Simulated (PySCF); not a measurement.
**Cr⁻ (chromium, charge -1): UHF calculation**

Configuration: [Ar] 3d5 4s2, high-spin 6S determinant. All numbers are calculated (PySCF 2.14, the spin-free X2C one-electron Hamiltonian (Gaussian nucleus), in x2c-QZVPPall with one added diffuse shell each of s, p, d, f, g type (12s8p6d4f3g, 121 functions)).

```
Total energy                        : -1049.663361 hartree
One-electron energy                 : -1451.3183 hartree
Hartree (Coulomb) energy            : 449.8958 hartree
Exchange energy                     : -48.2408 hartree
⟨S²⟩                                : 9.2366
⟨L²⟩                                : 0.000
Sum of ⟨r⟩                          : 28.59 bohr
Sum of ⟨r²⟩                         : 113.3 bohr²
Langevin diamagnetic susceptibility : -89.7 ×10⁻⁶ cm³/mol
```

| shell | electrons | mean orbital energy (hartree) | rms radius, mean of both spins (bohr) |
| --- | --- | --- | --- |
| 1s β | 1 | -221.88843 | 0.0734 |
| 1s α | 1 | -221.88787 | 0.0734 |
| 2s α | 1 | -26.46299 | 0.316 |
| 2s β | 1 | -26.36606 | 0.316 |
| 2p α | 3 | -22.10013 | 0.287 |
| 2p β | 3 | -22.00463 | 0.287 |
| 3s α | 1 | -3.36897 | 0.972 |
| 3s β | 1 | -3.02587 | 0.972 |
| 3p α | 3 | -2.12743 | 1.06 |
| 3p β | 3 | -1.70937 | 1.06 |
| 3d α | 5 | -0.22226 | 1.60 |
| 4s α | 1 | -0.08131 | 6.75 |
| 4s β | 1 | 0.00900 | 6.75 |

⟨S²⟩ = 9.24 against 8.75 shows spin contamination. At UHF the highest occupied level has a positive energy, so only the finite basis holds that electron.

Densities and radii are taken from the X2C orbitals without a picture-change correction, which distorts them close to the nucleus.

Spin-orbit constants ζ (cm⁻¹) from the X2C one-electron operator on these orbitals: bare nucleus, nucleus screened by l(l+1)(2l+1)/3 electrons, and screened by the Breit-Pauli mean field of the electrons.

```tsv
shell	bare	screened nucleus	mean field
2p	49350	45230	n/a
3p	5576	5111	n/a
3d	400.0	233.3	n/a
```
